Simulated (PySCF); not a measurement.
One of the candidates below gave these computed data.

All candidates are C3H9NOSi.

* Dipole: 1.57 D [PBE0/def2-SVPD]
* UV, strongest line: among the 8 lowest singlet transitions: S6 at 7.40 eV (168 nm, f = 0.221) [TDDFT PBE0/def2-SVPD]
* Rotational structure: rotational constants A, B, C: 8.338, 1.327, 1.215 GHz [GFN2-xTB]
* Polarisability: 74.1 au [PBE0/def2-SVPD]
* UV, first state: lowest singlet excitation: 6.61 eV (187 nm, f = 0.022) [TDDFT PBE0/def2-SVPD]
* Triplet: lowest triplet excitation (Tamm–Dancoff): 4.49 eV [TDA PBE0/def2-SVPD]

Gas-phase values; electronic properties from PySCF, density fitting. Levels stand in brackets. Geometry: GFN2-xTB, one conformer, isolated molecule.

Task: Which candidate is it?
A. `N[Si@H]1CCCO1`
B. `C=CCO[SiH2]N`
C. `CN(C)C(=O)[SiH3]`

Result: B. It is `C=CCO[SiH2]N`. Numbering: `[CH2:1]=[CH:2][CH2:3][O:4][SiH2:5][NH2:6]`. Its formula, C3H9NOSi, gives 1 degree of unsaturation: 0 rings and 1 π bond in the structure found. The optimised geometry has point group C1 and is an asymmetric top.

The others, at the same levels:
- `CN(C)C(=O)[SiH3]` fails: its computed lowest singlet excitation is 4.83 eV (257 nm, f = 0.003) (against 6.61 eV), lowest triplet excitation (Tamm–Dancoff) is 4.20 eV (against 4.49 eV) and strongest line among the 8 lowest singlet transitions is S2 at 6.19 eV (200 nm, f = 0.132) (against S6 at 7.40 eV).
- `N[Si@H]1CCCO1` fails: its computed lowest triplet excitation (Tamm–Dancoff) is 6.18 eV (against 4.49 eV), static isotropic polarisability is 69.4 au (against 74.1 au) and rotational constant A is 4.937 GHz (against 8.338 GHz).

Each candidate is one conformer, not necessarily the lowest. Dipoles, sizes and rotational constants follow the conformer. The torsions of the flexible species, by atom-mapped SMILES:
- `[CH2:1]=[CH:2][CH2:3][O:4][SiH2:5][NH2:6]`: C1–C2–C3–O4 -3°, C2–C3–O4–Si5 166°, C3–O4–Si5–N6 56°, H–N6–Si5–O4 45°, H–N6–Si5–O4 -178°
- `[CH3:1][N:2]([CH3:3])[C:4](=[O:5])[SiH3:6]`: C1–N2–C4–O5 180°

The conformers of `N[Si@H]1CCCO1` aren't listed.
